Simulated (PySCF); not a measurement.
A structure optimised at B3LYP-D3(BJ)/def2-TZVP, used in a PySCF frequency run:

```xyz
4

Al     0.0000     0.0000     1.5578
H      0.0000     1.3910     2.2846
H      0.0000    -1.3910     2.2846
Br     0.0000     0.0000    -0.7092
```
Charge 0, spin multiplicity 1.

Write its SMILES, formula and point group.

[AlH2][Br], AlBrH2, C2v

What are its rotational constants (standard atomic weights)?

129.56, 4.3845, 4.2410 GHz
